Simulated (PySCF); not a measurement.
Species: `[SiH3]OCC1CC1`. The columns A, B, C and D hold Mulliken, IAO, Hirshfeld and ESP-fitted charges (e) of one PBE0/pcSseg-1 density (PySCF), in a shuffled order. Coordinates in Å (PBE0-D3(BJ)/def2-SVP); the density's dipole moment is (-0.28, 0.85, -0.46) D.

```tsv
atom	x	y	z	A	B	C	D
Si1	2.542	-1.209	-0.772	+0.377	+0.839	+0.551	+0.686
O2	1.185	-0.743	0.069	-0.229	-0.635	-0.383	-0.643
C3	0.422	0.398	-0.242	+0.011	-0.036	-0.087	+0.163
C4	-0.718	0.532	0.722	-0.046	-0.130	-0.085	-0.308
C5	-1.966	-0.270	0.514	-0.088	-0.284	-0.337	-0.198
C6	-1.981	1.212	0.283	-0.089	-0.292	-0.355	-0.218
H7	2.214	-1.481	-2.208	-0.085	-0.151	-0.128	-0.121
H8	3.044	-2.447	-0.120	-0.071	-0.120	-0.095	-0.105
H9	3.595	-0.144	-0.728	-0.085	-0.150	-0.119	-0.120
H10	0.020	0.329	-1.273	+0.036	+0.112	+0.148	+0.092
H11	1.054	1.307	-0.203	+0.036	+0.121	+0.096	+0.114
H12	-0.404	0.691	1.759	+0.046	+0.145	+0.156	+0.131
H13	-2.006	-0.928	-0.359	+0.047	+0.143	+0.176	+0.132
H14	-2.477	-0.667	1.395	+0.049	+0.148	+0.154	+0.135
H15	-2.502	1.850	1.003	+0.048	+0.148	+0.162	+0.134
H16	-2.040	1.570	-0.749	+0.045	+0.141	+0.145	+0.127
```

Which column most likely holds the ESP-fitted charges?

C. Σ q r misses the density's dipole by 0.08 D (C), 0.43 D (A), 1.15 D (B), 1.42 D (D). Charges fitted to the outside potential are the only set here that is tied to the molecule's multipoles.

And the Hirshfeld charges?

A. The mean sizes are 0.087 e (A), 0.199 e (C), 0.214 e (D), 0.225 e (B), and Hirshfeld charges are commonly the smallest of these schemes.

As computed, A = Hirshfeld, B = IAO, C = ESP-fitted, D = Mulliken. Hydrogens on carbon: Hirshfeld +0.04 to +0.05, IAO +0.11 to +0.15, ESP-fitted +0.10 to +0.18, Mulliken +0.09 to +0.13 e.

The ESP scheme fits charges at the nuclei, held to the total charge, to the electrostatic potential on points at 1.4 to 2.0 times the van der Waals radii. The IAO scheme projects the occupied orbitals on a minimal set of polarised atomic orbitals and counts the electrons in each atom's part of it.

Isolated species at its PBE0-D3(BJ)/def2-SVP geometry (one conformer only).

These values come from a run that also computed NMR shieldings. Time: 15 s; peak memory 0.94 GiB. Hardware: Arm Neoverse V2, one thread, shared host with 96 logical CPUs at a one-minute load of 51.

The values belong to the conformer `[SiH3:1][O:2][CH2:3][CH:4]1[CH2:5][CH2:6]1`: Si1–O2–C3–C4 -179°, O2–C3–C4–C5 -81°.
